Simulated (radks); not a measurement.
Q: These are the eigenvalues of the occupied orbitals of an atom or ion with whole-number occupations (hartree). Method: non-relativistic Kohn-Sham, LDA (Slater exchange, Perdew-Wang correlation), spin-polarised, spherical densities, point nucleus; computed with a radial shooting solver on a logarithmic mesh with Libxc functionals.

orbital  eigenvalue
1s        -143.9351
2s        -15.04666
2p        -12.28513
3s         -1.70610
3p         -1.03036
4s         -0.14147

Which element is it, and in what charge state? The configuration may be excited. Open shells, if any, are filled with parallel spins first.

A: Z = 20, calcium, charge 0: Ca in [Ar] 4s2. The list shows which subshells hold electrons but not how many an open one holds; the 1s level, -143.94 hartree, gives Z - s = 17.0 by -(Z - s)^2/2, which with screening narrows Z to a few neighbours, and the depths of the outer levels then fix element, charge and occupations together.
